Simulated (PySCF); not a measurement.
Atoms are numbered as in `[CH3:1][CH2:2][O:3][CH2:4][C:5]([CH3:6])([CH3:7])[CH3:8]` (H(Xn): hydrogen on atom n).

GIAO PBE0/pcSseg-1 shifts (PySCF 2.14, gas phase, non-relativistic, equivalent atoms averaged), each against references optimised in the same way as the molecule (TMS, H2O).

On the GFN2-xTB geometry: C4 82.5, C2 70.2, C5 34.8, C6/C7/C8 28.3, C1 15.9, O3 51.8, H(C2) 3.88, H(C4) 3.13, H(C1) 1.21, H(C6)/H(C7)/H(C8) 0.97 ppm.

Question: What changes on the PBE0-D3(BJ)/def2-SVP geometry?

Answer: 
```tsv
atoms	δ (ppm)	change
C4	79.9	-2.6
C2	67.3	-2.9
C5	31.9	-2.9
C6/C7/C8	28.1	-0.2
C1	14.8	-1.1
O3	48.4	-3.4
H(C2)	3.56	-0.32
H(C4)	2.84	-0.29
H(C1)	1.13	-0.08
H(C6)/H(C7)/H(C8)	0.90	-0.07
```

Bonds between heavy atoms that differ most (equivalent bonds averaged): O3–C4 1.410 → 1.398 Å, C1–C2 1.529 → 1.518 Å, C4–C5 1.537 → 1.529 Å, C2–O3 1.406 → 1.400 Å. Mean change of bonds to hydrogen: C–H +0.012 Å.
